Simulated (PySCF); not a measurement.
Ga(F)2(OSiH3) (F2GaH3OSi), SMILES [F][Ga]([O][SiH3])[F].

Geometry optimised at B3LYP-D3(BJ)/def2-SVP. The structure was generated by enumeration; whether it is a known compound was not checked. The values are those of a single conformer.

Computed with TDDFT-PBE/def2-SVPD in PySCF.

Vertical excitations. Gas-phase values at a fixed geometry. State labels are in the subgroup Cs.

Computed UV-visible absorptions:
```tsv
state	symmetry	energy (eV)	λ (nm)	f	main pairs
S1	A"	4.76	260	0.003	HOMO→LUMO 100 %
S2	A'	4.90	253	0.017	HOMO−1→LUMO 99 %
S3	A"	6.36	195	0.000	HOMO−1→LUMO+1 100 %
S4	A'	6.38	194	0.006	HOMO−2→LUMO 63 %, HOMO→LUMO+1 33 %
S5	A'	6.43	193	0.014	HOMO→LUMO+1 53 %, HOMO−2→LUMO 35 %
S6	A"	6.52	190	0.000	HOMO−4→LUMO 99 %
S7	A"	6.60	188	0.000	HOMO−5→LUMO 99 %
S8	A'	6.66	186	0.048	HOMO−3→LUMO 86 %
S9	A'	6.72	184	0.087	HOMO−6→LUMO 93 %
S10	A"	7.28	170	0.051	HOMO−7→LUMO 98 %
T1	A"	4.56	272	0	HOMO→LUMO 100 %
T2	A'	4.64	267	0	HOMO−1→LUMO 100 %
T3	A'	6.09	204	0	HOMO→LUMO+1 96 %
T4	A'	6.12	203	0	HOMO−2→LUMO 95 %
```
Triplets are in the Tamm–Dancoff approximation, which puts them higher than full response would, so one can lie above its singlet here.
